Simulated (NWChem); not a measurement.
System: disilylmethane (CH₈Si₂); SMILES [SiH3]C[SiH3]

The following NWChem deck was run.

```
start job
memory heap 200 mb stack 900 mb global 1100 mb
geometry units angstroms noautoz
  Si    -1.595022     0.001000     0.172322
  C      0.000000     0.000000    -0.828870
  Si     1.595022    -0.001000     0.172322
  H     -2.788222     0.004700    -0.729497
  H     -1.665263    -1.212625     1.043129
  H     -1.661276     1.212201     1.046881
  H      0.000479     0.885498    -1.487984
  H     -0.000479    -0.885498    -1.487984
  H      1.661276    -1.212201     1.046881
  H      1.665263     1.212625     1.043129
  H      2.788222    -0.004700    -0.729497
end
basis spherical
  * library def2-tzvpd
end
dft
  xc pbe0
  iterations 150
  semidirect filesize 400000000
  mulliken
end
task dft gradient
```

NWChem printed, in part:

```
             Northwest Computational Chemistry Package (NWChem) 7.3.0
             --------------------------------------------------------

 C2  symmetry detected

                             Geometry "geometry" -> ""
                             -------------------------

 Output coordinates in angstroms (scale by  1.889725989 to convert to a.u.)

  No.       Tag          Charge          X              Y              Z
 ---- ---------------- ---------- -------------- -------------- --------------
    1 Si                  14.0000    -1.59502231    -0.00002254     0.18192071
    2 C                    6.0000     0.00000000     0.00000000    -0.81927129
    3 Si                  14.0000     1.59502231     0.00002254     0.18192071
    4 H                    1.0000    -2.78822444     0.00291253    -0.71989829
    5 H                    1.0000    -1.66448527    -1.21369232     1.05272771
    6 H                    1.0000    -1.66205278     1.21113574     1.05647971
    7 H                    1.0000    -0.00008867     0.88549813    -1.47838529
    8 H                    1.0000     0.00008867    -0.88549813    -1.47838529
    9 H                    1.0000     1.66205278    -1.21113574     1.05647971
   10 H                    1.0000     1.66448527     1.21369232     1.05272771
   11 H                    1.0000     2.78822444    -0.00291253    -0.71989829

 Effective nuclear repulsion energy (a.u.)     150.3028782148

      Symmetry information
      --------------------

 Group name             C2
 Group number              4
 Group order               2
 No. of unique centers     6

                                 NWChem DFT Module
                                 -----------------

 Summary of "ao basis" -> "ao basis" (spherical)
 ------------------------------------------------------------------------------
       Tag                 Description            Shells   Functions and Types
 ---------------- ------------------------------  ------  ---------------------
 Si                        def2-tzvpd               15       43   6s5p3d1f
 C                         def2-tzvpd               13       37   6s3p3d1f
 H                         def2-tzvpd                5        9   3s2p

      Symmetry analysis of basis
      --------------------------

        a         100
        b          95

            General Information
            -------------------
          SCF calculation type: DFT
          Wavefunction type:  closed shell.
          No. of atoms     :    11
          No. of electrons :    42
           Alpha electrons :    21
            Beta electrons :    21
          Charge           :     0
          Spin multiplicity:     1
          Use of symmetry is: on ; symmetry adaption is: on
          Maximum number of iterations: 150
          AO basis - number of functions:   195
                     number of shells:    83
          Convergence on energy requested:  1.00D-06
          Convergence on density requested:  1.00D-05
          Convergence on gradient requested:  5.00D-04

              XC Information
              --------------
                         PBE0 Method XC Functional
                     Hartree-Fock (Exact) Exchange  0.250
          PerdewBurkeErnzerhof Exchange Functional  0.750
            Perdew 1991 LDA Correlation Functional  1.000 local
           PerdewBurkeErnz. Correlation Functional  1.000 non-local

             Grid Information
             ----------------
          Grid used for XC integration:  medium
          Radial quadrature: Mura-Knowles
          Angular quadrature: Lebedev.
          Tag              B.-S. Rad. Rad. Pts. Rad. Cut. Ang. Pts.
          ---              ---------- --------- --------- ---------
          Si                  1.10       88          13.0       590
          C                   0.70       49          11.0       434
          H                   0.35       45          14.0       434
          Grid pruning is: on
          Number of quadrature shells:   317
          Spatial weights used:  Erf1

      Superposition of Atomic Density Guess
      -------------------------------------

 Sum of atomic energies:        -619.34065874

      Non-variational initial energy
      ------------------------------

 Total energy =    -620.695174
 1-e energy   =   -1154.096430
 2-e energy   =     383.098378
 HOMO         =      -0.366679
 LUMO         =       0.021007

      Symmetry analysis of molecular orbitals - initial
      -------------------------------------------------

  Numbering of irreducible representations:

     1 a           2 b

  Orbital symmetries:

     1 a           2 b           3 a           4 a           5 b
     6 a           7 b           8 a           9 b          10 b
    11 a          12 a          13 b          14 a          15 b
    16 a          17 b          18 a          19 b          20 a
    21 b          22 a          23 a          24 b          25 a
    26 a          27 b          28 b          29 a          30 b
    31 a

------------------------------------------------------------
EAF file 0: "./job.aoints.0" size=496500736 bytes
------------------------------------------------------------
               write      read    awrite     aread      wait
               -----      ----    ------     -----      ----
     calls:      947         0         0         0         0
   data(b): 4.97e+08  0.00e+00  0.00e+00  0.00e+00
   time(s): 0.00e+00  0.00e+00  0.00e+00  0.00e+00  0.00e+00
rate(mb/s): 0.00e+00  0.00e+00
------------------------------------------------------------

     ---------------------------------------------
      Total Density - Mulliken Population Analysis
     ---------------------------------------------

    Atom       Charge   Shell Charges
 -----------   ------   -------------------------------------------------------
    1 Si  14    13.66   2.00  0.59  1.39  0.87  0.52  0.02  4.11  1.73  0.52  1.29  0.38  0.09  0.11  0.02  0.02
    2 C    6     6.65   0.86  1.12  0.55  0.74 -0.02 -0.03  1.29  1.62  0.47  0.01  0.03  0.02  0.00
    3 Si  14    13.66   2.00  0.59  1.39  0.87  0.52  0.02  4.11  1.73  0.52  1.29  0.38  0.09  0.11  0.02  0.02
    4 H    1     1.08   0.23  0.55  0.29  0.01  0.01
    5 H    1     1.06   0.23  0.55  0.27  0.01  0.01
    6 H    1     1.06   0.23  0.55  0.27  0.01  0.01
    7 H    1     0.82   0.23  0.43  0.14  0.02  0.00
    8 H    1     0.82   0.23  0.43  0.14  0.02  0.00
    9 H    1     1.06   0.23  0.55  0.27  0.01  0.01
   10 H    1     1.06   0.23  0.55  0.27  0.01  0.01
   11 H    1     1.08   0.23  0.55  0.29  0.01  0.01

   convergence    iter        energy       DeltaE   RMS-Dens  Diis-err
 ---------------- ----- ----------------- --------- --------- ---------
 d= 0,ls=0.0,diis     1   -621.5984453304 -7.72D+02  3.88D-03  5.15D-01
 d= 0,ls=0.0,diis     2   -621.6232457664 -2.48D-02  1.17D-03  3.75D-02
 d= 0,ls=0.0,diis     3   -621.6236958819 -4.50D-04  4.70D-04  3.81D-02
 d= 0,ls=0.0,diis     4   -621.6283950255 -4.70D-03  9.77D-05  3.75D-04
 d= 0,ls=0.0,diis     5   -621.6284541648 -5.91D-05  1.44D-05  2.38D-05
  Resetting Diis
 d= 0,ls=0.0,diis     6   -621.6284565450 -2.38D-06  4.06D-06  3.47D-07
 d= 0,ls=0.0,diis     7   -621.6284565926 -4.75D-08  1.51D-06  3.87D-08

         Total DFT energy =     -621.628456592586
      One electron energy =    -1157.797362610654
           Coulomb energy =      435.797542681863
    Exchange-Corr. energy =      -49.931514878591
 Nuclear repulsion energy =      150.302878214796

 Numeric. integr. density =       42.000012227659

                  Occupations of the irreducible representations
                  ----------------------------------------------

                     irrep           alpha         beta
                     --------     --------     --------
                     a                11.0         11.0
                     b                10.0         10.0

                       DFT Final Molecular Orbital Analysis
                       ------------------------------------

 Vector   19  Occ=2.000000D+00  E=-3.474598D-01  Symmetry=b
              MO Center= -1.6D-12,  1.3D-13,  5.5D-01, r^2= 4.9D+00
   Bfn.  Coefficient  Atom+Function         Bfn.  Coefficient  Atom+Function
  ----- ------------  ---------------      ----- ------------  ---------------
    17      0.189898   1 Si py               97      0.189898   3 Si py
   134     -0.154285   5 H  s               143      0.154019   6 H  s
   170     -0.154019   9 H  s               179      0.154285  10 H  s
    51     -0.124048   2 C  py               54     -0.098789   2 C  py
   133     -0.094121   5 H  s               142      0.093964   6 H  s

[...]

                         DFT ENERGY GRADIENTS

    atom               coordinates                        gradient
                 x          y          z           x          y          z
   1 Si     -3.014155  -0.000043   0.343780   -0.001015  -0.000027   0.000044
   2 C       0.000000   0.000000  -1.548198    0.000000   0.000000   0.002728
   3 Si      3.014155   0.000043   0.343780    0.001015   0.000027   0.000044
   4 H      -5.268980   0.005504  -1.360410   -0.002181   0.000019  -0.001610
   5 H      -3.145421  -2.293546   1.989367   -0.000210  -0.002199   0.001676
   6 H      -3.140824   2.288715   1.996457   -0.000210   0.002204   0.001680
   7 H      -0.000168   1.673349  -2.793743   -0.000007   0.004155  -0.003155
   8 H       0.000168  -1.673349  -2.793743    0.000007  -0.004155  -0.003155
   9 H       3.140824  -2.288715   1.996457    0.000210  -0.002204   0.001680
  10 H       3.145421   2.293546   1.989367    0.000210   0.002199   0.001676
  11 H       5.268980  -0.005504  -1.360410    0.002181  -0.000019  -0.001610
```

Level: PBE0/def2-TZVPD. Geometry: optimised at PBE0/def2-SVP.
